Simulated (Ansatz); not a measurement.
System: C$_{2}$H$_{6}$BO$_{2}$ (charge 0, doublet). It need not be the lowest isomer of its formula. SMILES: [CH2]CB(O)O
Structure (B3LYP-D3(BJ)/def2-TZVP (Ansatz, a program for electronic structure) minimum search):
```xyz
11

C      1.8055    -0.4725     0.6136
C      0.9614    -0.3719    -0.6067
B     -0.4814     0.1392    -0.1726
O     -0.7568     1.4725    -0.2485
O     -1.4593    -0.6894     0.3188
H      2.2667     0.4104     1.0333
H      1.8362    -1.3813     1.1990
H      0.8858    -1.3422    -1.1082
H      1.3852     0.3442    -1.3156
H     -1.6348     1.6889     0.0869
H     -1.2051    -1.6149     0.3639
```
Charge 0, spin multiplicity 2.

Parts of the frozen-core correlation energy in 6-31G (Ansatz, hartree). Frozen orbitals: 5; correlated occupied orbitals by spin: 15 and 14; virtual: 37 and 38. UHF or UKS for open shells. Spin-orbit coupling is left out. No relativistic terms.

```csv
term,value
reference (HF),-253.60602
MP2 opposite-spin,___
MP2 same-spin,-0.10866
CCSD correlation,___
(T),___
T1 diagnostic,0.014
largest doubles amplitude,0.023
<S^2> of the reference,0.764
```

Question: Complete the blanks.

Answer: 
- MP2 opposite-spin, value: -0.34324
- CCSD correlation, value: -0.48792
- (T), value: -0.01015
